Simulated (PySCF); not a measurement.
Computed structure and properties of [PbI2]2+

System: [PbI2]2+ (singlet); start: template (D∞h). Method: PySCF 2.14.0, RKS TPSS, Pb def2-SVP with ECP60, I def2-SVP with ECP28; non-relativistic Hamiltonian with scalar-relativistic core potentials where named; density fitting; no spin-orbit coupling.

Input of the relaxation:

```python
mol = gto.M(atom='''
Pb     0.00000     0.00000     0.00000
I      0.00000     0.00000     2.69700
I      0.00000     0.00000    -2.69700''',
    basis={'Pb': 'def2-SVP', 'I': 'def2-SVP'},
    ecp={'Pb': 'def2-SVP', 'I': 'def2-SVP'},
    charge=2, spin=0)
mf = dft.RKS(mol, xc='TPSS')
mf.grids.atom_grid = (50, 194)
mf = mf.density_fit()  # fitting sets: Pb def2-universal-JKFIT, I def2-universal-JKFIT
mf.conv_tol = 1e-08; mf.max_cycle = 55
mf.kernel(dm0)  # dm0: converged density of the start geometry
# quasi-Newton relaxation in Cartesian coordinates to a largest gradient under 0.00045 Eh/bohr, steps kept in the point group
```

Run from Python with OMP_NUM_THREADS=2; the lines above give its settings. Where DIIS fails, smearing, a level shift and second-order steps follow.
It took 11 s on 2 threads of Arm Neoverse V1 (shared host), from the converged density of the start.

Course of the relaxation:

| step | energy above end (eV) | largest force component within the symmetry (eV/Å) |
| --- | --- | --- |
| 0 | 0.0065 | 0.220 |
| 1 | 0.0015 | 0.105 |
| 2 | 0.0000 | 0.007 |
| 3 | 0.0000 | 0.000 |

Relaxed geometry (D∞h):

```xyz
3

Pb    0.0000    0.0000    0.0000
I     0.0000    0.0000    2.6709
I     0.0000    0.0000   -2.6709
```

| contact | Å |
| --- | --- |
| Pb1–I2 (I) | 2.671 |
| Pb1–I3 (I) | 2.671 |

On the finer grid (75, 302):

| Quantity | Value |
| --- | --- |
| HOMO | -17.12 eV |
| LUMO | -16.20 eV |
| Dipole about the centre of mass | 0.00 D |
| Set of Mulliken populations of Pb1 outside the core potential | s 3.76, p 7.13, d 10.13 |
| D3(BJ) dispersion energy (not in the energies) | -0.138 eV |

```
atom  Mulliken (e)  Löwdin (e)  spin (e)
 Pb1          0.98        0.73      0.00
  I2          0.51        0.63      0.00
  I3          0.51        0.63      0.00
```

The gap is small, and the closed shell wasn't tested for a lower spin-broken solution.

No frequency check is given for this geometry.

Taking off one I (charge -1, singlet; the rest: singlet) in vacuum, both parts rigid, costs 23.25 eV; the small basis without counterpoise inflates it. Most of it is the attraction of opposite charges; other ways to part are cheaper, and one spin state was tried for the rest.

Rigid scan of I along the line from its metal:

| distance to I2 (Å) | energy (eV) |
| --- | --- |
| 2.37 | 0.700 |
| 2.47 | 0.263 |
| 2.57 | 0.057 |
| 2.67 | 0.000 |
| 2.77 | 0.042 |
| 2.87 | 0.139 |
| 3.07 | 1.740 |

One start shape was tried, so this needn't be the lowest isomer.
